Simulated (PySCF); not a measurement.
A PySCF script (with the pyscf-properties extension) for the NMR shieldings of SMILES CO[SiH2]NC(C)(C)C, C₅H₁₅NOSi, on a GFN2-xTB geometry:

```python
import basis_set_exchange as bse
import numpy as np
from pyscf import gto, dft
from pyscf.prop import nmr

atoms = """
C     3.578707   -0.587817   -0.505574
O     2.886293    0.429095    0.143509
Si    1.433830    0.354693    0.867969
N     0.239982   -0.025340   -0.308921
C    -1.201694    0.070472   -0.164745
C    -1.669716    1.510680   -0.415915
C    -1.851011   -0.867709   -1.190186
C    -1.603668   -0.358041    1.243516
H     3.809389   -1.402241    0.186389
H     4.512155   -0.171130   -0.888376
H     3.000384   -0.995570   -1.339040
H     1.438967    1.702218    1.436335
H     1.388818   -0.697235    1.888846
H     0.508024    0.161076   -1.266627
H    -2.748338    1.589171   -0.305540
H    -1.193353    2.179613    0.296094
H    -1.400272    1.828046   -1.421322
H    -1.498297   -1.884771   -1.037757
H    -2.932953   -0.853578   -1.087566
H    -1.598092   -0.561951   -2.203793
H    -1.237375   -1.359777    1.445957
H    -2.686179   -0.352479    1.340958
H    -1.180353    0.319558    1.978791
"""
names = dict.fromkeys(["C", "O", "Si", "N", "H"], "pcSseg-1")
basis = {el: gto.basis.parse(bse.get_basis(n, elements=[el], fmt="nwchem")) for el, n in names.items()}
mol = gto.M(atom=atoms, basis=basis, charge=0, verbose=0)
mf = dft.RKS(mol, xc="PBE0")
mf.grids.level = 2
mf.grids.alignment = dft.numint.BLKSIZE   # the property module wants whole blocks of grid points
mf.conv_tol = 1e-9
mf.kernel()

calc = nmr.RKS(mf)   # GIAO
C = mf.mo_coeff
Co = C[:, mf.mo_occ > 0]
resp = mf.gen_response(singlet=True, hermi=2)
def vind(x):   # induced exchange potential for any number of trial vectors
    d = np.einsum("pi,xij,qj->xpq", C, 2 * x.reshape(-1, C.shape[1], Co.shape[1]), Co, optimize=True)
    return np.einsum("xpq,pi,qj->xij", resp(d - d.transpose(0, 2, 1)), C, Co, optimize=True).ravel()
mo1, _ = nmr.rhf.solve_mo1(calc, with_cphf=vind)
sigma = calc.kernel(mo1)
for i, s in enumerate(sigma):   # ppm
    print("%2d %-2s %9.2f" % (i, mol.atom_pure_symbol(i), np.trace(s) / 3))
```

Q: What does it print?

A: 
```
 0 C     133.72
 1 O     330.71
 2 Si    382.51
 3 N     202.06
 4 C     136.50
 5 C     151.11
 6 C     150.12
 7 C     155.82
 8 H      28.02
 9 H      27.78
10 H      27.96
11 H      26.50
12 H      26.57
13 H      31.68
14 H      30.58
15 H      30.17
16 H      30.68
17 H      30.33
18 H      30.65
19 H      30.65
20 H      30.27
21 H      30.56
22 H      30.60
```

These numbers come from an equivalent density-fitted implementation of the same equations, which agrees with the script to about 0.01 ppm for H and up to a few tenths of a ppm for heavy atoms, so last digits may differ.

Q: Turn these shieldings into chemical shifts. Referencing at the same level of theory: ¹³C (σref 186.93) and ²⁹Si (σref 349.16) and ¹H (σref 31.72) vs TMS; H2O for ¹⁷O (σref 336.08); ¹⁵N (σref 267.73) against NH3.

A: Averaging equivalent atoms: C 0: 53.2; C 4: 50.4; C 5/6/7: 34.6; O 1: 5.4; Si 2: -33.3; N 3: 65.7; H 11/12: 5.18; H 8/9/10: 3.80; H 14/15/16/17/18/19/20/21/22: 1.22; H 13: 0.03 ppm. Experimental scales use liquid or dissolved standards, which lie at an offset from isolated NH3 (liquid NH3: subtract about 20 ppm) and H2O (liquid H2O: subtract about 36 ppm).

Size and cost of the density-fitted run: 218 basis functions, 81 s wall time on 1 thread of an Arm Neoverse N1, shared host; peak memory 1 GiB.
